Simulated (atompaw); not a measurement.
## Before and after: PAW (atompaw) potential for Nb

```json
{
  "Element": "niobium (Nb)",
  "Generator": "atompaw 4.2.0.5",
  "Type": "PAW",
  "Functional": "LDA (PW92)",
  "Relativity": "scalar-relativistic",
  "Frozen core": "[Ar] 3d10",
  "Valence charge": "13",
  "Reference configuration": "4s2 4p6 4d2 5s0 5p0 (charge +3)",
  "Partial waves": "4s (bound): rc 1.25 bohr; 5s (bound, empty): rc 2.65 bohr; 4p (bound): rc 1.65 bohr; 5p (bound, empty): rc 1.75 bohr; 4d (bound): rc 2.65 bohr; 4d channel at -0.8 Ry: rc 2.65 bohr",
  "Local potential": "troulliermartins scheme with l = 3 at 0 Ry, radius 1.90 bohr",
  "Core correction": "smooth core density matched at 2.25 bohr",
  "Augmentation charge": "besselshape compensation charge, radius 2.55 bohr; PAW radius 2.65 bohr; waves and projectors: custom polynom vanderbiltortho"
}
```

Change: local potential troulliermartins scheme with l = 3 at 0 Ry, radius 2.30 bohr.

Cutoffs: the cutoffs (Ry, on a coarse ladder) from which the occupation-weighted sum of valence levels, in a spherical-Bessel basis at the reference potential, stays within 10 and 1 mRy of its value at 400 Ry; they do not see the model core or the augmentation charge, which bear on the density cutoff.

**Question.** What does the change do?

**Answer.** The potential gets neither clearly harder nor softer (40 Ry and 70 Ry → 40 Ry and 70 Ry); neither file shows a bound ghost.

| quantity | base | changed |
| --- | --- | --- |
| cutoff, loose | 40 Ry | 40 Ry |
| cutoff, tight | 70 Ry | 70 Ry |
| bound ghosts | none | none |
| s: phases at 2.66 bohr within 0.05 rad from the reference energy up to (Ry; the scan ends near 5) | -0.3 | 0.6 |
| p: phases at 2.66 bohr within 0.05 rad from the reference energy up to (Ry; the scan ends near 5) | to the end of the scan | 4.2 |
| d: phases at 2.66 bohr within 0.05 rad from the reference energy up to (Ry; the scan ends near 5) | to the end of the scan | to the end of the scan |
| lowest overlap eigenvalue by channel | s 0.49, p 0.74, d 0.89 | s 0.48, p 0.70, d 0.89 |

 The cutoffs see the waves, projectors and local potential, not the compensation charge or the core.
